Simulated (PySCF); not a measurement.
## ZnH: energy against distance

Set-up: PySCF, no relativity, basis sets Zn aug-pcseg-1, H aug-pcseg-1. Energies in eV from Zn + H in their ground configurations at the same level. State: ²Σ⁺ (doublet), unpaired electrons σ ↑.

All columns are BLYP. A positive dipole means Zn(−)H(+).

```csv
R (Å),E (eV),μ (D),Mulliken charge on Zn (basis-dependent),HOMO (eV),LUMO (eV),Mayer bond order,⟨S²⟩
1.395,-0.545,-0.04,-0.07,-4.16,-3.10,0.83,0.75
1.460,-0.732,-0.16,-0.07,-4.23,-3.18,0.82,0.75
1.525,-0.845,-0.28,-0.05,-4.31,-3.26,0.80,0.75
1.573,-0.892,-0.38,-0.04,-4.37,-3.32,0.79,0.75
1.622,-0.914,-0.47,-0.02,-4.43,-3.37,0.78,0.75
1.671,-0.915,-0.55,0.00,-4.49,-3.43,0.77,0.75
1.736,-0.894,-0.66,0.03,-4.56,-3.49,0.74,0.76
1.817,-0.841,-0.79,0.06,-4.66,-3.57,0.71,0.76
1.914,-0.754,-0.92,0.09,-4.79,-3.65,0.67,0.76
2.044,-0.623,-1.04,0.11,-4.95,-3.73,0.60,0.76
```

A fit through these points gives, at Re = 1.651 Å, μ = -0.52 D and dμ/dR = -1.79 D/Å; the reduced mass is 0.9922 u.

Question: How strong is the fundamental in the double-harmonic approximation, I = 42.26·(dμ/dR)²/μred km/mol?

Answer: I = 42.26·(-1.79)²/0.9922 = 136 km/mol at BLYP.

The state was picked by a PBE0 search and need not be the measured ground state.
